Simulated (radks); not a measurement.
The nuclear charge of neutral aluminium is varied continuously with 13 electrons held in [Ne] 3s2 3p1. Calculated with a radial shooting solver on a logarithmic mesh with Libxc functionals: scalar-relativistic Kohn-Sham, r2SCAN, spin-polarised, spherical densities, finite nucleus; open shells are filled with parallel spins first; meta-GGA in the generalised Kohn-Sham scheme; Fermi nuclear charge, rms radius 3.061 fm. By the Hellmann-Feynman theorem dE/dZ = E(electron-nucleus)/Z, the electronic potential at the nucleus (averaged over a nucleus of fixed radius). The scalar-relativistic energy here is not variational (the density holds large components alone), so the two differ by a part that grows with Z.

| Z | E (hartree) | E(electron-nucleus)/Z (hartree) | HOMO | e(HOMO) (eV) | <r> HOMO (bohr) |
|---|---|---|---|---|---|
| 12.8 | -233.94739 | -43.7680 | 3p | -1.728 | 3.705 |
| 12.9 | -238.34712 | -44.2128 | 3p | -2.369 | 3.524 |
| 13 | -242.79133 | -44.6570 | 3p | -3.057 | 3.367 |
| 13.1 | -247.27995 | -45.1008 | 3p | -3.789 | 3.229 |
| 13.2 | -251.81296 | -45.5442 | 3p | -4.564 | 3.106 |
| 13.3 | -256.39032 | -45.9873 | 3p | -5.379 | 2.996 |
| 13.4 | -261.01199 | -46.4301 | 3p | -6.235 | 2.895 |
| 13.5 | -265.67795 | -46.8726 | 3p | -7.131 | 2.803 |
| 13.6 | -270.38818 | -47.3149 | 3p | -8.064 | 2.719 |
| 13.7 | -275.14265 | -47.7570 | 3p | -9.036 | 2.640 |
| 13.8 | -279.94135 | -48.1989 | 3p | -10.045 | 2.567 |
| 13.9 | -284.78427 | -48.6407 | 3p | -11.091 | 2.499 |
| 14 | -289.67138 | -49.0824 | 3p | -12.173 | 2.436 |

The central difference of E at Z = 13 is -44.664 hartree, to compare with the third column; the second derivative is -4.44 hartree.
